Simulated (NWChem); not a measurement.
# HfNH2F3; SMILES [Hf]([NH2])([F])([F])[F]

```xyz
7

Hf     0.0179    -0.0001     0.0272
F     -0.1799    -1.5968     1.0635
F      0.0056     1.6308     1.0279
F      1.6595    -0.1153    -0.9558
N     -1.5295     0.0773    -1.2646
H     -2.0032    -0.7241    -1.6768
H     -1.9429     0.9244    -1.6495
```
Atoms are numbered in this order, from 1.

Computed with NWChem. Medium grid unless said otherwise, to which SCAN and Minnesota functionals are sensitive. The geometry was optimised at PBE0/def2-SVP. def2 effective core potentials on Hf; no spin-orbit coupling. Hybrids' shares of exact exchange are those that their runs print; pure functionals count as 0. The functionals differ in more than this share.

```csv
row,share of exact exchange,orbital gap (eV)
PBE/def2-SVP,0.00,5.18
M06-L/def2-SVP,0.00,5.70
TPSSh/def2-SVP,0.10,withheld
B3LYP/def2-SVP,0.20,6.93
B97-2/def2-SVP,0.21,7.18
PW6B95/def2-SVP,0.28,7.55
MN15/def2-SVP,0.44,8.93
BHandHLYP/def2-SVP,0.50,9.42
```

### Question
Fit a straight line of the last column on the one before it, predict the withheld value, and compare with the run.

### Answer

1. Means of the 7 shown rows: x = 0.233, y = 7.270. Slope Σ(x − x̄)(y − ȳ)/Σ(x − x̄)² = 1.797/0.2265 = 7.932; intercept 5.423.
2. The shown rows scatter about the line by 0.151 (root mean square); the largest residual is +0.28, at M06-L/def2-SVP.
3. At x = 0.10 (TPSSh/def2-SVP; inside the shown range) the line gives 6.22.
4. The run gives 6.32, +0.10 from the line, 0.7 times the scatter.
